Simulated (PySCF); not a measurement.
Sn(F)3(OH) (F₃HOSn), SMILES [F][Sn]([F])([OH])[F].

Geometry optimised at r2SCAN-D4/def2-SVP. The def2 effective core potentials stand for the cores of Sn; spin–orbit coupling is left out. Other conformers were not sampled.

The numbers are results of TDA-PBE0/def2-SVPD (PySCF), not measurements.

Vertical excitations. The molecule is in vacuum. State labels are in the subgroup Cs.

```
state  symmetry  energy (eV)  λ (nm)      f                                            main pairs
-----  --------  -----------  ------  -----  ----------------------------------------------------
S1           A"         5.35     232  0.018                                        HOMO→LUMO 98 %
S2           A"         6.70     185  0.001                                      HOMO−2→LUMO 88 %
S3           A'         6.72     184  0.132                    HOMO−1→LUMO 75 %, HOMO−4→LUMO 14 %
S4           A"         6.82     182  0.009                    HOMO−3→LUMO 65 %, HOMO−5→LUMO 27 %
S5           A'         6.88     180  0.044  HOMO−4→LUMO 50 %, HOMO−6→LUMO 35 %, HOMO−1→LUMO 11 %
S6           A'         7.04     176  0.044                    HOMO−6→LUMO 59 %, HOMO−4→LUMO 29 %
S7           A"         7.08     175  0.055                    HOMO−5→LUMO 68 %, HOMO−3→LUMO 20 %
S8           A'         7.47     166  0.020                                      HOMO−7→LUMO 87 %
S9           A"         8.80     141  0.072                                      HOMO−8→LUMO 82 %
S10          A'         8.80     141  0.107                                      HOMO−9→LUMO 82 %
T1           A"         4.79     259      0                                        HOMO→LUMO 97 %
T2           A'         5.39     230      0                                      HOMO−1→LUMO 96 %
T3           A"         6.26     198      0                                      HOMO−2→LUMO 85 %
T4           A"         6.32     196      0                                      HOMO−3→LUMO 85 %
```
Triplets are in the Tamm–Dancoff approximation.
